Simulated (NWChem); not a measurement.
System: ZnH2Se; SMILES [ZnH][SeH]

Input file for NWChem:

```
start job
memory heap 200 mb stack 900 mb global 1100 mb
geometry units angstroms noautoz
  Zn     0.245021    -1.026206    -0.001237
  H      0.344469    -2.565277    -0.002710
  Se     0.109357     1.275426     0.000954
  H     -1.375418     1.170758    -0.001850
end
basis spherical
  * library 6-31g*
end
dft
  xc mpw1k
  iterations 150
  mulliken
end
task dft energy
```

Output (shortened):

```
             Northwest Computational Chemistry Package (NWChem) 7.3.0
             --------------------------------------------------------

 CS  symmetry detected

                             Geometry "geometry" -> ""
                             -------------------------

 Output coordinates in angstroms (scale by  1.889725989 to convert to a.u.)

  No.       Tag          Charge          X              Y              Z
 ---- ---------------- ---------- -------------- -------------- --------------
    1 Zn                  30.0000     0.01277002    -1.19919598     0.00000000
    2 H                    1.0000     0.00907613    -2.74147286     0.00000000
    3 Se                  34.0000     0.03132219     1.10635715     0.00000000
    4 H                    1.0000    -1.45713122     1.10120922     0.00000000

 Effective nuclear repulsion energy (a.u.)     267.1066175598

      Symmetry information
      --------------------

 Group name             Cs
 Group number              2
 Group order               2
 No. of unique centers     4

                                 NWChem DFT Module
                                 -----------------

 Summary of "ao basis" -> "ao basis" (spherical)
 ------------------------------------------------------------------------------
       Tag                 Description            Shells   Functions and Types
 ---------------- ------------------------------  ------  ---------------------
 Zn                          6-31g*                 12       34   5s4p2d1f
 H                           6-31g*                  2        2   2s
 Se                          6-31g*                 12       32   5s4p3d

      Symmetry analysis of basis
      --------------------------

        a'         49
        a"         21

            General Information
            -------------------
          SCF calculation type: DFT
          Wavefunction type:  closed shell.
          No. of atoms     :     4
          No. of electrons :    66
           Alpha electrons :    33
            Beta electrons :    33
          Charge           :     0
          Spin multiplicity:     1
          Use of symmetry is: on ; symmetry adaption is: on
          Maximum number of iterations: 150
          AO basis - number of functions:    70
                     number of shells:    28
          Convergence on energy requested:  1.00D-06
          Convergence on density requested:  1.00D-05
          Convergence on gradient requested:  5.00D-04

              XC Information
              --------------
                        MPW1K Method XC Functional
                     Hartree-Fock (Exact) Exchange  0.428
                        mPW91  Exchange Functional  0.572
                Perdew 1991 Correlation Functional  1.000 non-local
            Perdew 1991 LDA Correlation Functional  1.000 local

             Grid Information
             ----------------
          Grid used for XC integration:  medium
          Radial quadrature: Mura-Knowles
          Angular quadrature: Lebedev.
          Tag              B.-S. Rad. Rad. Pts. Rad. Cut. Ang. Pts.
          ---              ---------- --------- --------- ---------
          Zn                  1.35      112          10.0       590
          H                   0.35       45          11.0       434
          Se                  1.15      112          10.0       590
          Grid pruning is: on
          Number of quadrature shells:   314
          Spatial weights used:  Erf1

      Superposition of Atomic Density Guess
      -------------------------------------

 Sum of atomic energies:       -4177.98289606

      Non-variational initial energy
      ------------------------------

 Total energy =   -4178.334066
 1-e energy   =   -6361.239504
 2-e energy   =    1915.798821
 HOMO         =      -0.298109
 LUMO         =       0.023989

      Symmetry analysis of molecular orbitals - initial
      -------------------------------------------------

  Numbering of irreducible representations:

     1 a'          2 a"

  Orbital symmetries:

     1 a'          2 a'          3 a'          4 a'          5 a'
     6 a"          7 a'          8 a'          9 a'         10 a"
    11 a'         12 a'         13 a'         14 a"         15 a'
    16 a'         17 a'         18 a"         19 a'         20 a'
    21 a"         22 a"         23 a'         24 a'         25 a'
    26 a'         27 a"         28 a'         29 a"         30 a'
    31 a'         32 a'         33 a"         34 a'         35 a'
    36 a"         37 a'         38 a'         39 a'         40 a'
    41 a"         42 a'         43 a'

     ---------------------------------------------
      Total Density - Mulliken Population Analysis
     ---------------------------------------------

    Atom       Charge   Shell Charges
 -----------   ------   -------------------------------------------------------
    1 Zn  30    29.38   2.00  2.00  6.00  2.00  6.00  0.67  0.34  0.35  0.07  6.81  3.14  0.00
    2 H    1     1.12   0.44  0.68
    3 Se  34    34.74   2.00  2.00  6.00  2.00  5.99  1.51  3.38  0.38  1.44  6.94  2.94  0.16
    4 H    1     0.76   0.37  0.39

   convergence    iter        energy       DeltaE   RMS-Dens  Diis-err
 ---------------- ----- ----------------- --------- --------- ---------
 d= 0,ls=0.0,diis     1  -4181.7620386069 -4.45D+03  1.04D-02  1.57D-01
 d= 0,ls=0.0,diis     2  -4181.7847415293 -2.27D-02  4.09D-03  7.42D-02
 d= 0,ls=0.0,diis     3  -4181.7942216227 -9.48D-03  7.72D-04  7.02D-03
 d= 0,ls=0.0,diis     4  -4181.7946818621 -4.60D-04  2.81D-04  6.42D-04
 d= 0,ls=0.0,diis     5  -4181.7947526364 -7.08D-05  6.84D-05  6.33D-05
  Resetting Diis
 d= 0,ls=0.0,diis     6  -4181.7947563431 -3.71D-06  2.46D-05  3.42D-06
 d= 0,ls=0.0,diis     7  -4181.7947567583 -4.15D-07  6.37D-06  8.13D-08

         Total DFT energy =    -4181.794756758256
      One electron energy =    -6361.250831911325
           Coulomb energy =     2071.762089194271
    Exchange-Corr. energy =     -159.412631600979
 Nuclear repulsion energy =      267.106617559777

 Numeric. integr. density =       65.999973745522

                  Occupations of the irreducible representations
                  ----------------------------------------------

                     irrep           alpha         beta
                     --------     --------     --------
                     a'               24.0         24.0
                     a"                9.0          9.0

                       DFT Final Molecular Orbital Analysis
                       ------------------------------------

 Vector   31  Occ=2.000000D+00  E=-3.861994D-01  Symmetry=a'
              MO Center= -1.8D-02, -1.4D+00, -3.0D-15, r^2= 3.4D+00
   Bfn.  Coefficient  Atom+Function         Bfn.  Coefficient  Atom+Function
  ----- ------------  ---------------      ----- ------------  ---------------
    10      0.457243  1 Zn s                 36     -0.240964  2 H  s
    48      0.230242  3 Se py                35     -0.220976  2 H  s
     6     -0.195369  1 Zn s                 46     -0.187116  3 Se s
    22     -0.148895  1 Zn d  2              47      0.128688  3 Se px
    14     -0.115828  1 Zn s                 44     -0.103034  3 Se py

 Vector   32  Occ=2.000000D+00  E=-3.249930D-01  Symmetry=a'
              MO Center=  2.1D-02, -2.9D-02,  2.0D-15, r^2= 4.3D+00
   Bfn.  Coefficient  Atom+Function         Bfn.  Coefficient  Atom+Function
  ----- ------------  ---------------      ----- ------------  ---------------
    48      0.571336  3 Se py                12     -0.301153  1 Zn py
    44     -0.251394  3 Se py                36      0.208180  2 H  s
    52      0.197669  3 Se py                35      0.188458  2 H  s
    50      0.140460  3 Se s                 46     -0.136386  3 Se s
     8      0.108630  1 Zn py                40      0.075414  3 Se py

 Vector   33  Occ=2.000000D+00  E=-2.815832D-01  Symmetry=a"
              MO Center=  1.4D-02,  9.7D-01, -3.4D-13, r^2= 2.0D+00
   Bfn.  Coefficient  Atom+Function         Bfn.  Coefficient  Atom+Function
  ----- ------------  ---------------      ----- ------------  ---------------
    49      0.710787  3 Se pz                53      0.373176  3 Se pz
    45     -0.305929  3 Se pz                13      0.099140  1 Zn pz
    41      0.091599  3 Se pz                19     -0.071316  1 Zn d -1
     9     -0.033665  1 Zn pz                17      0.033656  1 Zn pz
    24     -0.030830  1 Zn d -1              65     -0.026027  3 Se d -1

 Vector   34  Occ=0.000000D+00  E=-9.150632D-03  Symmetry=a'
              MO Center= -4.2D-02, -1.2D+00, -1.0D-13, r^2= 5.4D+00
   Bfn.  Coefficient  Atom+Function         Bfn.  Coefficient  Atom+Function
  ----- ------------  ---------------      ----- ------------  ---------------
    15      0.744427  1 Zn px                11      0.370134  1 Zn px
    70      0.247918  4 H  s                  7     -0.111739  1 Zn px
    50     -0.090247  3 Se s                 69      0.087401  4 H  s
    46      0.057920  3 Se s                 10      0.053947  1 Zn s
    48     -0.051410  3 Se py                64     -0.051320  3 Se d -2

 Vector   35  Occ=0.000000D+00  E= 2.440630D-03  Symmetry=a"
              MO Center=  1.1D-02, -1.2D+00, -1.7D-14, r^2= 5.7D+00
   Bfn.  Coefficient  Atom+Function         Bfn.  Coefficient  Atom+Function
  ----- ------------  ---------------      ----- ------------  ---------------
    17      0.795331  1 Zn pz                13      0.358707  1 Zn pz
    53     -0.299942  3 Se pz                49     -0.207248  3 Se pz
     9     -0.106973  1 Zn pz                45      0.087988  3 Se pz
     5      0.046863  1 Zn pz                65     -0.043600  3 Se d -1
    41     -0.026219  3 Se pz

 Vector   36  Occ=0.000000D+00  E= 9.984469D-03  Symmetry=a'
              MO Center= -4.3D-03, -4.8D-01, -6.4D-13, r^2= 6.2D+00
   Bfn.  Coefficient  Atom+Function         Bfn.  Coefficient  Atom+Function
  ----- ------------  ---------------      ----- ------------  ---------------
    14      1.303916  1 Zn s                 50     -0.914058  3 Se s
    16      0.742695  1 Zn py                52      0.595313  3 Se py
    36     -0.367612  2 H  s                 46      0.284325  3 Se s
    48      0.272418  3 Se py                70      0.248770  4 H  s
    10     -0.218313  1 Zn s                 22     -0.140905  1 Zn d  2

     ---------------------------------------------
      Total Density - Mulliken Population Analysis
     ---------------------------------------------

    Atom       Charge   Shell Charges
 -----------   ------   -------------------------------------------------------
    1 Zn  30    29.58   2.00  2.00  6.00  2.00  6.00  0.82  0.63  0.14  0.08  6.81  3.11  0.00
    2 H    1     1.09   0.47  0.62
    3 Se  34    34.43   2.00  2.00  6.00  2.00  5.99  1.54  3.24  0.37  1.23  6.93  2.93  0.21
    4 H    1     0.90   0.46  0.44

     -------------------------------------------
      Total Density - Lowdin Population Analysis
     -------------------------------------------

    Atom       Charge   Shell Charges
 -----------   ------   -------------------------------------------------------
    1 Zn  30    29.77   2.00  2.00  5.99  1.99  5.97  0.63  0.64  0.33  0.30  6.66  3.26  0.01
    2 H    1     1.06   0.46  0.60
    3 Se  34    34.30   2.00  2.00  5.99  1.99  5.90  1.20  2.92  0.53  1.70  6.70  3.08  0.29
    4 H    1     0.87   0.44  0.43

     Multipole analysis of the density
     ---------------------------------

     L   x y z        total         alpha         beta         nuclear
     -   - - -        -----         -----         ----         -------
     0   0 0 0     -0.000000    -33.000000    -33.000000     66.000000

     1   1 0 0     -0.243450     -0.121725     -0.121725      0.000000
     1   0 1 0     -0.486444     -0.243222     -0.243222     -0.000000
     1   0 0 1     -0.000000     -0.000000     -0.000000      0.000000

     2   2 0 0    -22.632422    -15.175751    -15.175751      7.719079
     2   1 1 0     -0.803245      1.224428      1.224428     -3.252101
     2   1 0 1     -0.000000     -0.000000     -0.000000      0.000000
     2   0 2 0    -29.814837   -181.832094   -181.832094    333.849352
     2   0 1 1      0.000000      0.000000      0.000000      0.000000
     2   0 0 2    -26.167196    -13.083598    -13.083598      0.000000
```

Level: MPW1K/6-31G* (spherical d). The geometry was optimised at PBE-D3(BJ)/def2-SVP.
